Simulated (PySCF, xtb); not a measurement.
Si(Cl)(F)2(NHMe) (CH4ClF2NSi), SMILES N([Si](F)(Cl)F)C. One conformer was computed; it need not be the lowest.

Harmonic wavenumbers (cm⁻¹) from GFN2-xTB run with xtb at its own minimum, in rising order: 58, 118, 128, 145, 208, 238, 253, 362, 431, 525, 791, 866, 889, 1073, 1110, 1178, 1369, 1423, 1481, 1493, 2948, 2989, 3042, 3451.

Task: What does PBE-D3(BJ)/def2-SVP (PySCF) give at its own minimum? (The exact figures need the calculation; the answer reports its results.)

Result: 61, 114, 149, 192, 251, 298, 308, 382, 396, 535, 782, 900, 934, 1064, 1104, 1148, 1359, 1403, 1418, 1450, 2942, 3012, 3065, 3524. Paired by order, the mean absolute difference is 29 cm⁻¹ and the zero-point energies are 38.0 and 38.3 kcal/mol.
